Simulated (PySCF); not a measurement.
Computed IR spectrum (relative IR intensity) of a molecule C3H7BO3. The structure is a stationary point at B3LYP-D3(BJ)/def2-SVP. Other conformers were not sampled. Computed with B3LYP-D3(BJ)/def2-SVP run with PySCF. No scaling factor is applied to the harmonic values.

ν (cm⁻¹): 345 (vw), 449 (w), 471 (m), 668 (w), 688 (m), 829 (w), 952 (w), 996 (s), 1017 (m), 1039 (w), 1133 (vw), 1368 (m), 1433 (m), 1460 (m), 1467 (vs), 1511 (vs), 3025 (w), 3092 (w), 3129 (vw), 3226 (vw), 3860 (m), 3868 (m) (against the strongest line: vs over 80 %, s over 45 %, m over 15 %, w over 4 %, vw less)

Q: Identify the compound among the candidates.
(A) C=COCB(O)O
(B) OB1OCCCO1
(C) COC1OB(C)O1
(D) C=CCOB(O)O

A: D, C=CCOB(O)O
